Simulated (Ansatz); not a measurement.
A nudged elastic band was laid between two geometries of C3H9BO (14 atoms, charge 0, multiplicity 1).

Theory: Ansatz, RKS r2SCANh-D4/6-31G.

| Quantity | Value |
| --- | --- |
| movable images | 7 |
| climbing image | yes |
| spring | 5.0 eV/Å² |
| optimiser | quadratic models (default) |
| start path | through a guess of the saddle point |
| force threshold | 0.05 eV/Å |
| iteration limit | 60 |
| end points | relaxed |

Image 0:

```xyz
14
Properties=species:S:1:pos:R:3
C -1.470 1.056 0.782
C -0.360 0.560 -0.149
C 0.331 -0.713 0.366
B 1.481 -1.290 -0.539
O 1.858 -0.698 -1.724
H -2.245 0.291 0.901
H -1.947 1.963 0.395
H -1.068 1.281 1.776
H 0.386 1.359 -0.274
H -0.788 0.369 -1.145
H 0.742 -0.534 1.373
H -0.418 -1.509 0.520
H 2.099 -2.272 -0.254
H 1.385 0.107 -1.999
```

Image 8:

```xyz
14
Properties=species:S:1:pos:R:3
C -1.225 1.093 0.433
C -1.101 -0.386 0.237
C -0.434 -1.220 1.047
B 1.816 -0.086 -0.632
O 1.311 0.621 -1.703
H -2.277 1.400 0.468
H -0.754 1.626 -0.401
H -0.741 1.414 1.359
H 2.026 0.546 0.354
H -1.589 -0.790 -0.651
H 0.067 -0.859 1.941
H -0.371 -2.284 0.848
H 2.110 -1.243 -0.741
H 1.149 0.140 -2.531
```

Which bonds break or form, and what moves?

Bonds broken: C2–H9, C3–B4. Bonds formed: B4–H9. C3H9BO becomes BH3O + C3H6.

Give the energies along the band, and the barrier.

The run converged. The highest image is number 4 of 0 to 8, 46.2 kcal/mol above the first end and 11.9 kcal/mol above the last; the last end lies 34.4 kcal/mol above the first. Neighbouring images differ by up to 1.8 eV, so the band resolves the path poorly. A vibrational analysis at the climbing image gives one clearly imaginary mode, 590i cm⁻¹: a first-order saddle point. The orbitals stay closed-shell, which can raise the energy where a bond breaks towards radicals; this wasn't checked here. Limits of this set-up: no polarisation functions.

| image | path coordinate (Å) | energy (kcal/mol) | C2–H9 (Å) | C3–B4 (Å) | B4–H9 (Å) |
| --- | --- | --- | --- | --- | --- |
| 0 | 0.00 | 0.0 | 1.10 | 1.57 | 2.88 |
| 1 | 1.74 | 1.8 | 1.10 | 1.58 | 2.82 |
| 2 | 3.47 | 2.9 | 1.10 | 1.57 | 2.56 |
| 3 | 5.21 | 4.0 | 1.10 | 1.55 | 2.34 |
| 4 | 6.95 | 46.2 | 1.70 | 1.74 | 1.26 |
| 5 | 8.35 | 35.0 | 2.71 | 2.76 | 1.19 |
| 6 | 9.75 | 34.9 | 2.97 | 2.97 | 1.19 |
| 7 | 11.15 | 34.8 | 3.11 | 2.99 | 1.19 |
| 8 | 12.55 | 34.4 | 3.26 | 3.03 | 1.19 |

What is the geometry of the highest image?


```xyz
14
Properties=species:S:1:pos:R:3
C -1.124 1.122 0.918
C -0.706 0.094 -0.098
C -0.080 -1.119 0.289
B 1.116 -0.142 -0.518
O 1.372 -0.572 -1.873
H -2.092 0.826 1.339
H -1.225 2.118 0.482
H -0.403 1.169 1.739
H 0.633 1.015 -0.587
H -1.195 0.127 -1.068
H 0.112 -1.291 1.342
H -0.234 -2.004 -0.317
H 1.961 0.042 0.320
H 1.849 -1.413 -1.940
```

The run took 11 min on 1 thread of Intel(R) Xeon(R) Platinum 8488C (Sapphire Rapids) (shared host), peak memory 0.18 GiB.
